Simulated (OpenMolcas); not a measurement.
W4+: moving or changing the point charges

W4+ among 6 point charges of -1.7 e arranged as an octahedron (Oh), 1.94 Å from the ion.

```
Program             : OpenMolcas
Method              : CASSCF
Basis               : ANO-RCC-VDZP [7s6p4d2f1g]
Scalar Hamiltonian  : DKH2, point nucleus
Active space        : 2 electrons in 5 orbitals (5d)
State averaging     : 2S+1 = 3 even, 10 roots; 2S+1 = 1 even, 15 roots
Spin-orbit coupling : state interaction with AMFI integrals over the reference wave functions
```

Runs around this geometry, states (labels of O, the rotations of Oh). Energies in cm-1 above the lowest state or level, χT in cm3 K/mol; under a threefold ground state the first gap can be a small split of the lowest multiplet, not the spin-orbit step; 10Dq and B are least-squares fits to the states below 45000 cm-1, weighted by degeneracy, with a free offset, and given where the rms deviation is under 5 % of |10Dq| (or 100 cm-1) and under 700 cm-1.

| R (Å) | q (e) | Ground state | First state of that spin | 10Dq | B (rms of fit) | First gap with spin-orbit (degeneracies) | χT at 300 K | First state of another spin |
| --- | --- | --- | --- | --- | --- | --- | --- | --- |
| 1.94 | -1.1 | 3T1 | 3T2 9036 | 10485 | 767 (111) | 972.2 (2, 3) | 0.058 | 1T2 11221 |
| 1.84 | -1.7 | 3T1 | 3T2 18900 | 20796 | 748 (159) | 584.3 (2, 3) | 0.053 | 1T2 10543 |
| 1.94 | -1.7 | 3T1 | 3T2 14602 | 16543 | 755 (229) | 746.9 (2, 3) | 0.047 | 1T2 10853 |

Taking |10Dq| as R^-n, n = -ln(16543 / 20796) / ln(1.94 / 1.84) = 4.3 between the shortest and longest distance. The point-charge formula for a cubic d site gives n = 5.

Scaling the charges by -1.1 / -1.7 = 0.65 scales |10Dq| by 10485 / 16543 = 0.63; with fixed orbitals a first-order splitting would follow the charge.

An orbital triplet at a regular site is open to Jahn-Teller coupling, which can distort the site and quench the lowest spin-orbit gaps and is left out. Without dynamic correlation the repulsion within the d shell is too large (B by tens of per cent), so at a given field states of lower spin stand too high. This field is weak: 10Dq is about 10485 cm-1, while octahedral complexes of 5d ions of charge 3 and more, computed by the same method with explicit ligands, had a median near 35000 cm-1. Ground spin and moment need not be those of a real site (figures for R = 1.94, q = -1.1; the like holds for R = 1.84, q = -1.7, R = 1.94, q = -1.7). Point charges carry no covalency, so the field is a model and not that of real ligands. No measured value stands beside these numbers.
